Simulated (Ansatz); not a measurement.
Ansatz (a first-principles code) job for Br2Ni, SMILES [Br][Ni-][Br] (connectivity only; charge and spin as stated), charge -1, multiplicity 2, ωB97X-V/def2-TZVPD. Coordinates come from a B3LYP-D3(BJ)/def2-SVPD optimisation. The spin state was assumed, not searched.

Ansatz 0.2 input:
```yaml
crystal:
  periodic: [false, false, false]
  atoms:
    - {symbol: Ni, position_ang: [0.00000000, 0.00000000, 0.00000000]}
    - {symbol: Br, position_ang: [0.00000000, 0.00000000, 2.29790382]}
    - {symbol: Br, position_ang: [0.00000000, 0.00000000, -2.29790382]}
basis:
  gaussian:
    orbitals: def2-TZVPD
hamiltonian:
  xc: {name: wB97X-V}
total_charge: -1
magnetization: {spin_polarized: true, initial_magnetization: 1}
```

It prints:

```
WARN ansatz: RAYON_NUM_THREADS=2 ignored (pool sized by the plan → 2); use --threads N
Functional definition: wB97X-V
integrals: 0.16 GiB planned
1177 factors; integrals over basis functions are off by at most 1.3e-3 eV
integrals: 0.26 GiB planned
221 factors; integrals over basis functions are off by at most 4.1e-5 eV
mean field: 2.65 GiB planned
mean field evaluation 1: about -181123.5143 eV, gradient 2.6e1 eV
mean field evaluation 2: about -181120.9916 eV, gradient 5.1e1 eV
mean field evaluation 4: about -181125.1337 eV, gradient 1.3e0 eV
mean field evaluation 8: about -181125.2199 eV, gradient 7.6e-2 eV
mean field evaluation 16: about -181125.2200 eV, gradient 3.6e-4 eV
mean field evaluation 32: about -181125.2283 eV, gradient 2.3e-5 eV
mean field evaluation 64: about -181125.1843 eV, gradient 2.1e-1 eV
mean field -181125.22825784 eV, -6656.2293673866 hartree, gradient 3.7e-6 eV, S^2 0.754039; 7 other end points of the search recorded, 0 dependent functions left out
reference -181125.22825525 eV, -6656.2293672911 hartree; 50, 49 occupied and 112, 113 virtual orbitals, 1177 factors
Total energy: -181125.22825525 eV, -6656.2293672911 hartree
```

Self-consistency was reached.

Cost: very roughly 2.7 core-minutes.
